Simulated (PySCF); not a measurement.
C4H5N2, charge +1.

```xyz
11

C     -0.8451     1.1056     0.0000
C      0.5500     1.2651     0.0000
N      1.3960     0.2236     0.0000
C      0.8898    -0.9874     0.0000
N     -0.4491    -1.2095     0.0000
C     -1.3381    -0.1886     0.0000
H     -1.5232     1.9599     0.0000
H      1.0040     2.2610     0.0000
H      1.5422    -1.8656     0.0000
H     -0.7916    -2.1751     0.0000
H     -2.3986    -0.4466     0.0000
```
Charge +1, spin multiplicity 1.

Geometry optimised at TPSSh-D3(BJ)/def2-SVP. The isomer is the one that the SMILES or the coordinates give; other isomers of the formula were not compared.

All values below come from PBE0/pcSseg-1 in PySCF. Non-relativistic, no solvent.

Question: Give the absolute GIAO shielding of each atom: isotropic value and principal components (ppm). (The exact figures need the calculation; the answer reports its results.)

Answer: 
```tsv
atom	σ(iso)	σ11	σ22	σ33	span
C1	52.1	-59.4	35.0	180.8	240.2
C2	3.6	-118.8	-25.5	155.2	273.9
N3	-95.9	-406.3	-177.9	296.6	702.8
C4	26.5	-57.8	2.7	134.4	192.2
N5	54.2	-109.8	56.0	216.4	326.2
C6	30.2	-75.5	5.7	160.3	235.8
H7	22.8	20.2	22.3	25.9	5.7
H8	21.1	17.8	20.0	25.4	7.6
H9	21.6	17.0	22.1	25.7	8.7
H10	20.8	15.6	22.6	24.4	8.8
H11	22.4	18.5	23.2	25.6	7.1
```
